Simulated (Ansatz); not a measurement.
Calculation: Ansatz (a first-principles code) with frozen-core CCSD(T)/cc-pVQZ // CAM-B3LYP-D3(BJ)/def2-TZVP.

Ansatz 0.2 input:
```yaml
crystal:
  periodic: [false, false, false]
  atoms:
    - { symbol: S, position_ang: [-0.200688, 2.134992, -0.082635] }
    - { symbol: Si, position_ang: [-0.009476, 0.019565, 0.010495] }
    - { symbol: S, position_ang: [1.859256, -0.46425, -0.880555] }
    - { symbol: S, position_ang: [0.018645, -0.801657, 1.971359] }
    - { symbol: S, position_ang: [-1.715126, -0.791107, -0.966114] }
    - { symbol: H, position_ang: [-1.431022, 2.15772, 0.452506] }
    - { symbol: H, position_ang: [1.611879, 0.198862, -2.020588] }
    - { symbol: H, position_ang: [1.171251, -0.210341, 2.321274] }
    - { symbol: H, position_ang: [-1.389914, -2.068045, -0.712625] }
basis:
  gaussian: { orbitals: cc-pVQZ }
correlation:
  method: ccsd_t
```

Output:

```
Functional definition: HF
2481 factors; integrals over basis functions are off by at most 9.5e-4 eV
mean field evaluation 1: about -51199.3190 eV, gradient 2.2e1 eV
mean field evaluation 2: about -51199.4873 eV, gradient 2.2e1 eV
mean field evaluation 4: about -51201.6003 eV, gradient 3.7e0 eV
mean field evaluation 8: about -51201.6743 eV, gradient 2.9e-1 eV
mean field evaluation 16: about -51199.3191 eV, gradient 2.2e1 eV
mean field -51201.67489065 eV, -1881.6268464898 hartree, gradient 2.7e-6 eV, S^2 0.000000; 0 other end points of the search recorded, 0 dependent functions left out
25 core orbitals not correlated
reference -51201.67489065 eV, -1881.6268464898 hartree; 16, 16 occupied and 374, 374 virtual orbitals, 2481 factors
second order -24.48593005 eV of doubles, -0.00000000 eV of singles
cycle   1  -25.43765232 eV  change   -9.5e-1 eV  update   1.1e-1
cycle   2  -26.03752758 eV  change   -6.0e-1 eV  update   3.2e-2
cycle   3  -26.15161616 eV  change   -1.1e-1 eV  update   1.5e-2
cycle   4  -26.14185514 eV  change    9.8e-3 eV  update   3.5e-3
cycle   5  -26.13968464 eV  change    2.2e-3 eV  update   1.4e-3
cycle   6  -26.13919997 eV  change    4.8e-4 eV  update   4.0e-4
cycle   7  -26.13897915 eV  change    2.2e-4 eV  update   1.6e-4
cycle   8  -26.13901743 eV  change   -3.8e-5 eV  update   4.7e-5
cycle   9  -26.13903920 eV  change   -2.2e-5 eV  update   1.6e-5
perturbative correction -1.38370063 eV, -0.0508500604 hartree
Total energy: -51229.19763049 eV, -1882.6382885232 hartree
```

Cost: roughly 60 core-minutes.
